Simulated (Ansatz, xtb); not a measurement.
**Relative energy of two structures of ClH6Si3+**

Structure I: `[SiH3][Si+]([SiH3])Cl`, a singlet. Structure II: a singlet given by its coordinates. Both are isolated ions in the gas phase, relaxed with r2SCAN-D4/def2-SVP.

I (Å):

```xyz
10

Cl   -2.2901   -0.0854    2.3280
Si   -1.9351   -0.5396   -1.2524
Si   -0.9848   -0.7035    0.9138
Si    1.0654   -1.3884    1.8886
H    -0.9110   -1.0086   -2.2188
H    -2.2687    0.9075   -1.3604
H    -3.1374   -1.4126   -1.1547
H     1.9529   -1.8287    0.7836
H     1.5230   -0.1602    2.5951
H     0.6465   -2.4759    2.8153
```

II (Å):

```tsv
atom	x (Å)	y (Å)	z (Å)
Cl	1.0394	-2.1978	0.4734
Si	-1.7449	-0.1321	-0.9935
Si	-0.1214	-0.2144	0.7155
Si	-0.1125	-1.8113	2.3577
H	-0.9827	0.0127	-2.2612
H	-2.5794	1.0541	-0.6642
H	-2.4819	-1.4181	-0.8834
H	0.9676	0.7853	0.8745
H	0.8735	-1.7751	3.4603
H	-1.1812	-2.8332	2.4142
```

Close contacts (Å): Cl1–Si3 2.31, Cl1–Si4 2.24, Si2–Si3 2.36, Si3–Si4 2.29, Si2–H5 1.49, Si2–H6 1.49, Si2–H7 1.49, Si3–H8 1.49, Si4–H9 1.48, Si4–H10 1.48.

**Question.** Which of the two would you expect CCSD(T)/def2-SVP + ΔMP2/def2-TZVPP electronic energies to favour?

**Answer.** Structure II; the calculation gives E(II) − E(I) = −2.7 kcal/mol.

Level by level:

```csv
level,geometry,E(II) − E(I) (kcal/mol),departure from the last row (kcal/mol),"job, with rough time for the two"
r2SCAN-D4/def2-SVP,r2SCAN-D4/def2-SVP,−3.2,−0.4,"optimisation, 91 s"
HF/def2-SVP,r2SCAN-D4/def2-SVP,+0.7,+3.4,part of the CCSD(T) run
MP2/def2-SVP,r2SCAN-D4/def2-SVP,−2.4,+0.3,part of the CCSD(T) run
CCSD(T)/def2-SVP,r2SCAN-D4/def2-SVP,−1.4,+1.3,single point
CCSD(T)/def2-SVP + ΔMP2/def2-TZVPP,r2SCAN-D4/def2-SVP,−2.7,,"single point, 26 s"
```

HF/def2-SVP puts the two in the other order. The largest departure from CCSD(T)/def2-SVP + ΔMP2/def2-TZVPP is that of HF/def2-SVP, 3.4 kcal/mol. Levels run at GFN2-xTB geometries aren't shown. The last row adds to CCSD(T) the change of the MP2 difference between the two basis sets, here −1.3 kcal/mol.

With harmonic frequencies from r2SCAN-D4/def2-SVP (ideal gas, rigid rotor, one conformer each, 298.15 K, 1 atm): on the last row, ΔE + ΔZPE = −1.9 kcal/mol. A mode under 50 cm⁻¹ makes harmonic enthalpies and free energies unreliable, so none is given.

The correlated steps freeze 20 core orbitals. Programs: Ansatz 0.2.0; the last row on 2 threads of Intel(R) Xeon(R) Platinum 8375C CPU @ 2.90GHz (Ice Lake) on a shared host.
